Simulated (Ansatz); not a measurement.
Mulliken charges of `[NH2][Sn]([NH2])[NH2]` radical from ωB97M-V/def2-TZVPP in Ansatz (PBE0-D4/def2-TZVP geometry).

```json
{"atom": "N1", "x (Å)": "-0.893", "y (Å)": "0.545", "z (Å)": "1.520", "charge (e)": "-0.498"}
{"atom": "Sn2", "x (Å)": "-0.499", "y (Å)": "-0.515", "z (Å)": "-0.187", "charge (e)": "0.811"}
{"atom": "N3", "x (Å)": "1.403", "y (Å)": "-1.189", "z (Å)": "0.155", "charge (e)": "-0.498"}
{"atom": "N4", "x (Å)": "-0.189", "y (Å)": "0.975", "z (Å)": "-1.556", "charge (e)": "-0.498"}
{"atom": "H5", "x (Å)": "-1.537", "y (Å)": "0.102", "z (Å)": "2.164", "charge (e)": "0.107"}
{"atom": "H6", "x (Å)": "-1.251", "y (Å)": "1.471", "z (Å)": "1.311", "charge (e)": "0.121"}
{"atom": "H7", "x (Å)": "1.608", "y (Å)": "-1.242", "z (Å)": "1.147", "charge (e)": "0.121"}
{"atom": "H8", "x (Å)": "1.623", "y (Å)": "-2.088", "z (Å)": "-0.256", "charge (e)": "0.107"}
{"atom": "H9", "x (Å)": "0.671", "y (Å)": "0.832", "z (Å)": "-2.074", "charge (e)": "0.121"}
{"atom": "H10", "x (Å)": "-0.937", "y (Å)": "1.109", "z (Å)": "-2.225", "charge (e)": "0.107"}
```

Question: By hand: the dipole of these point charges (1 e Å = 4.8032 D).

Answer: Σ q r = (-0.531, -0.548, -0.198) e Å, of length 0.788 e Å = 3.78 D.

Question: How does the dipole of the full density compare? (Best estimate.)

Answer: Computed: (-0.330, -0.340, -0.123) e Å, 2.35 D; the point charges give 1.61 times that, at 0° from its direction.

Point charges leave out the atoms' own dipoles, such as those of lone pairs, and Mulliken's split depends on the basis, so the two needn't agree.
